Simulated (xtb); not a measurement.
Job for xtb: GFN2-xTB on CH5BS (SMILES BSC), a point of a torsion scan.

```
$ xtb mol.xyz --gfn 2 --opt vtight --chrg 0 --uhf 0 --input xcontrol
8

B      1.62606505    -0.11818461     0.14693018
S      0.02132478     0.02260483     1.12730314
C     -1.32978227     0.13195411    -0.09388205
H      1.87617390    -1.14701729    -0.39586319
H      2.47937879     0.67434417     0.34354522
H     -1.99211139    -0.73083334     0.09377942
H     -1.88726571     1.08352008     0.09155578
H     -0.85625205     0.13883321    -1.08382825
$constrain
  force constant=1.0
  dihedral: 1,2,3,6,120.0
$end
```

It printed:

```
[...]
           -------------------------------------------------
          |                Calculation Setup                |
           -------------------------------------------------



           -------------------------------------------------
          |                 G F N 2 - x T B                 |
           -------------------------------------------------

        Reference                      10.1021/acs.jctc.8b01176
      * Hamiltonian:
        H0-scaling (s, p, d)           1.850000    2.230000    2.230000
        zeta-weighting                 0.500000
      * Dispersion:
        s8                             2.700000
        a1                             0.520000
        a2                             5.000000
        s9                             5.000000
      * Repulsion:
        kExp                           1.500000    1.000000
        rExp                           1.000000
      * Coulomb:
        alpha                          2.000000
        third order                    shell-resolved
        anisotropic                    true
        a3                             3.000000
        a5                             4.000000
        cn-shift                       1.200000
        cn-exp                         4.000000
        max-rad                        5.000000


          ...................................................
          :                      SETUP                      :
          :.................................................:
          :  # basis functions                  23          :
          :  # atomic orbitals                  22          :
          :  # shells                           12          :
          :  # electrons                        18          :
          :  max. iterations                   250          :
          :  Hamiltonian                  GFN2-xTB          :
          :  restarted?                      false          :
          :  GBSA solvation                  false          :
          :  PC potential                    false          :
          :  electronic temp.          300.0000000     K    :
          :  accuracy                    1.0000000          :
          :  -> integral cutoff          0.2500000E+02      :
          :  -> integral neglect         0.1000000E-07      :
          :  -> SCF convergence          0.1000000E-05 Eh   :
          :  -> wf. convergence          0.1000000E-03 e    :
          :  Broyden damping             0.4000000          :
          :  net charge                          0          :
          :  unpaired electrons                  0          :
          ...................................................

 iter      E             dE          RMSdq      gap      omega  full diag
   1     -9.0113067 -0.901131E+01  0.973E+00    4.18       0.0  T
   2     -8.9623994  0.489074E-01  0.829E+00    0.91       1.0  T
   3     -9.1488893 -0.186490E+00  0.583E+00    3.44       1.0  T
   4     -9.2213167 -0.724274E-01  0.299E+00    2.56       1.0  T
   5     -9.2094589  0.118578E-01  0.226E+00    2.75       1.0  T
   6     -9.2233984 -0.139396E-01  0.112E+00    2.26       1.0  T
   7     -9.2239529 -0.554527E-03  0.106E+00    2.23       1.0  T
   8     -9.2267214 -0.276846E-02  0.255E-01    1.96       1.0  T
   9     -9.2272726 -0.551211E-03  0.101E-01    1.86       1.0  T
  10     -9.2272828 -0.102243E-04  0.895E-03    1.89       3.9  T
  11     -9.2272829 -0.550059E-07  0.300E-03    1.88      11.8  T
  12     -9.2272829 -0.275932E-09  0.153E-03    1.88      23.2  T
  13     -9.2272829 -0.108454E-07  0.487E-04    1.88      72.5  T
  14     -9.2272829 -0.162207E-08  0.757E-05    1.88     467.3  T

   *** convergence criteria satisfied after 14 iterations ***

         #    Occupation            Energy/Eh            Energy/eV
      -------------------------------------------------------------
         1        2.0000           -0.7031625             -19.1340
       ...           ...                  ...                  ...
         3        2.0000           -0.5240611             -14.2604
         4        2.0000           -0.5060321             -13.7698
         5        2.0000           -0.5019826             -13.6596
         6        2.0000           -0.4757749             -12.9465
         7        2.0000           -0.4600447             -12.5185
         8        2.0000           -0.4206035             -11.4452
         9        2.0000           -0.3625133              -9.8645 (HOMO)
        10                         -0.2932699              -7.9803 (LUMO)
        11                         -0.1645203              -4.4768
        12                         -0.1020429              -2.7767
        13                          0.0026814               0.0730
        14                          0.0151846               0.4132
       ...                                ...                  ...
        22                          0.4051003              11.0233
      -------------------
[...]
            0.6293789              17.1263
      -------------------------------------------------------------
                  HL-Gap            0.1506043 Eh            4.0982 eV
             Fermi-level           -0.3171776 Eh           -8.6308 eV

 SCC (total)                   0 d,  0 h,  0 min,  0.001 sec
 SCC setup                      ...        0 min,  0.000 sec (  2.434%)
 Dispersion                     ...        0 min,  0.000 sec (  0.731%)
 classical contributions        ...        0 min,  0.000 sec (  0.346%)
 integral evaluation            ...        0 min,  0.000 sec ( 25.599%)
 iterations                     ...        0 min,  0.000 sec ( 19.754%)
 molecular gradient             ...        0 min,  0.001 sec ( 47.699%)
 printout                       ...        0 min,  0.000 sec (  3.138%)

         :::::::::::::::::::::::::::::::::::::::::::::::::::::
         ::                     SUMMARY                     ::
         :::::::::::::::::::::::::::::::::::::::::::::::::::::
         :: total energy              -9.180402716707 Eh    ::
         :: gradient norm              0.000079841869 Eh/a0 ::
         :: HOMO-LUMO gap              4.098150732436 eV    ::
         ::.................................................::
         :: SCC energy                -9.278263771983 Eh    ::
         :: -> isotropic ES            0.023858737341 Eh    ::
         :: -> anisotropic ES          0.001662708704 Eh    ::
         :: -> anisotropic XC          0.004496758276 Eh    ::
         :: -> dispersion             -0.003479776448 Eh    ::
         :: repulsion energy           0.097861055018 Eh    ::
         :: add. restraining           0.000000000258 Eh    ::
         :: total charge              -0.000000000000 e     ::
         :::::::::::::::::::::::::::::::::::::::::::::::::::::

           -------------------------------------------------
          |                Property Printout                |
           -------------------------------------------------

    * Orbital Energies and Occupations

         #    Occupation            Energy/Eh            Energy/eV
      -------------------------------------------------------------
         1        2.0000           -0.7108873             -19.3442
         2        2.0000           -0.6076773             -16.5357
         3        2.0000           -0.5207939             -14.1715
         4        2.0000           -0.5040916             -13.7170
         5        2.0000           -0.4966772             -13.5153
         6        2.0000           -0.4807033             -13.0806
         7        2.0000           -0.4349089             -11.8345
         8        2.0000           -0.4188755             -11.3982
         9        2.0000           -0.3924797             -10.6799 (HOMO)
        10                         -0.2418755              -6.5818 (LUMO)
        11                         -0.1827140              -4.9719
        12                         -0.0653515              -1.7783
        13                          0.0016420               0.0447
        14                          0.0123988               0.3374
        15                          0.0492510               1.3402
        16                          0.1305708               3.5530
        17                          0.2196937               5.9782
        18                          0.2205519               6.0015
        19                          0.2516528               6.8478
        20                          0.3251482               8.8477
       ...                                ...                  ...
        22                          0.6293789              17.1263
      -------------------------------------------------------------
                  HL-Gap            0.1506043 Eh            4.0982 eV
             Fermi-level           -0.3171776 Eh           -8.6308 eV

     #   Z          covCN         q      C6AA      α(0)
     1   5 B        2.782     0.260    17.464     6.987
     2  16 S        1.870    -0.180   148.670    20.522
     3   6 C        3.743    -0.064    21.795     6.660
     4   1 H        0.940    -0.104     5.710     3.736
     5   1 H        0.940    -0.093     5.326     3.608
     6   1 H        0.925     0.062     2.178     2.308
     7   1 H        0.925     0.062     2.176     2.307
     8   1 H        0.925     0.058     2.226     2.333

 Mol. C6AA /au·bohr⁶  :        907.900724
 Mol. C8AA /au·bohr⁸  :      28335.430883
 Mol. α(0) /au        :         48.461062


Wiberg/Mayer (AO) data.
largest (>0.10) Wiberg bond orders for each atom

 ---------------------------------------------------------------------------
     #   Z sym  total        # sym  WBO       # sym  WBO       # sym  WBO
 ---------------------------------------------------------------------------
     1   5 B    3.363 --     2 S    1.381     4 H    0.978     5 H    0.977
     2  16 S    2.396 --     1 B    1.381     3 C    0.993
     3   6 C    3.976 --     2 S    0.993     8 H    0.985     7 H    0.984
                             6 H    0.984
     4   1 H    0.989 --     1 B    0.978
     5   1 H    0.991 --     1 B    0.977
     6   1 H    0.996 --     3 C    0.984
     7   1 H    0.996 --     3 C    0.984
     8   1 H    0.997 --     3 C    0.985
 ---------------------------------------------------------------------------

Topologies differ in total number of bonds
Writing topology from bond orders to xtbtopo.mol

molecular dipole:
                 x           y           z       tot (Debye)
 q only:       -0.400      -0.173      -0.274
   full:       -0.381      -0.376      -0.546       1.942
molecular quadrupole (traceless):
                xx          xy          yy          xz          yz          zz
 q only:        0.918       0.135      -0.136       0.187      -1.059      -0.782
  q+dip:        0.855       0.439       0.139       0.502      -1.903      -0.994
   full:        0.967       0.509       0.308       0.536      -2.647      -1.275

           -------------------------------------------------
          |                Geometry Summary                 |
           -------------------------------------------------

      molecular mass/u    :       59.9262551
   center of mass at/Å    :        0.0867111       0.3543889       0.5079238
  moments of inertia/u·Å² :        0.2323529E+02   0.6484738E+02   0.8491006E+02
rotational constants/cm⁻¹ :        0.7255186E+00   0.2599586E+00   0.1985352E+00

 * 6 selected distances

     #   Z          #   Z                                           value/Å
     1   5 B        2  16 S                                       1.7421384 (max)
     1   5 B        4   1 H                                       1.1678343
     1   5 B        5   1 H                                       1.1662797
     3   6 C        6   1 H                                       1.0854750
     3   6 C        7   1 H                                       1.0854748
     3   6 C        8   1 H                                       1.0835678 (min)

 * 3 distinct bonds (by element types)

   Z      Z             #   av. dist./Å        max./Å        min./Å
   1 H    5 B           2     1.1670570     1.1678343     1.1662797
   1 H    6 C           3     1.0848392     1.0854750     1.0835678
   5 B   16 S           1     1.7421384     1.7421384     1.7421384


optimized geometry written to: xtbopt.xyz


           -------------------------------------------------
          | TOTAL ENERGY               -9.180402716707 Eh   |
          | GRADIENT NORM               0.000079841869 Eh/α |
          | HOMO-LUMO GAP               4.098150732436 eV   |
           -------------------------------------------------

------------------------------------------------------------------------
------------------------------------------------------------------------
 total:
Note: The following floating-point exceptions are signalling: IEEE_UNDERFLOW_FLAG IEEE_DENORMAL
normal termination of xtb
 SCF:
 ANC optimizer:
```

The run finished.

Warnings raised: the energy holds the restraint's term.

Cost: roughly 0.05 core-seconds.
